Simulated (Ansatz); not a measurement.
System: NaLi, charge 0, multiplicity 1. 
Coordinates optimised at B3LYP-D3(BJ)/def2-TZVP (Ansatz, a program for electronic structure):
SMILES: [Na][Li]
```xyz
2

Li     0.0000     0.0000    -2.2753
Na     0.0000     0.0000     0.6205
```
Charge 0, spin multiplicity 1.

Parts of the frozen-core correlation energy in def2-SVPD (Ansatz, hartree). Frozen orbitals: 6; correlated occupied orbitals by spin: 1 and 1; virtual: 23 and 23. Spin-orbit coupling is left out. No relativistic terms. The restricted reference is unstable.

```
term                            value
-------------------------  ----------
reference (HF)             -169.21959
MP2 opposite-spin            -0.01621
MP2 same-spin                 0.00000
CCSD correlation             -0.02673
(T)                           0.00000
T1 diagnostic                   0.014
largest doubles amplitude       0.102
```
